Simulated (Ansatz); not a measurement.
Computed with Ansatz on PBE0-D4/def2-TZVP structures; ΔE is electronic, products minus reactants. CCSD(T)/CBS is the MP2 limit (def2-TZVPP, def2-QZVPP) plus CCSD(T) − MP2 in def2-TZVPP, frozen cores. This one scheme is used for every species. DFT in def2-TZVPP. Each species was taken in one conformer, which may not be the lowest.

Reaction (ligand exchange at the Si–N bond): `N[SiH](Cl)N[SiH3]` + CH₃OH → `CO[SiH3]` + `N[SiH](N)Cl`

```tsv
species	PBE-D4 energy (Eh)
`N[SiH](Cl)N[SiH3]`	-1152.50241
CH₃OH	-115.63347
`CO[SiH3]`	-406.21259
`N[SiH](N)Cl`	-861.93479
```

Q: Work out ΔE.

A: ΔE = (-406.21259) + (-861.93479) − (-1152.50241) − (-115.63347) = -0.01150 Eh = -30.2 kJ/mol. CCSD(T)/CBS gives -32.7 kJ/mol.

Largest T1 diagnostic among the species: 0.011.

The D4 term adds +6.7 kJ/mol with B3LYP and +3.8 kJ/mol with PBE0; it sums over pairs of atoms, weighted by their polarisabilities, and B3LYP, whose exchange is more repulsive, gets the larger term. In def2-TZVPP, CCSD(T) changes the Hartree–Fock value by +11.7 kJ/mol (the triples alone add +1.6 kJ/mol) and MP2 by +11.4 kJ/mol.

B3LYP here is the variant with VWN-RPA as its local correlation; programs differ in this.
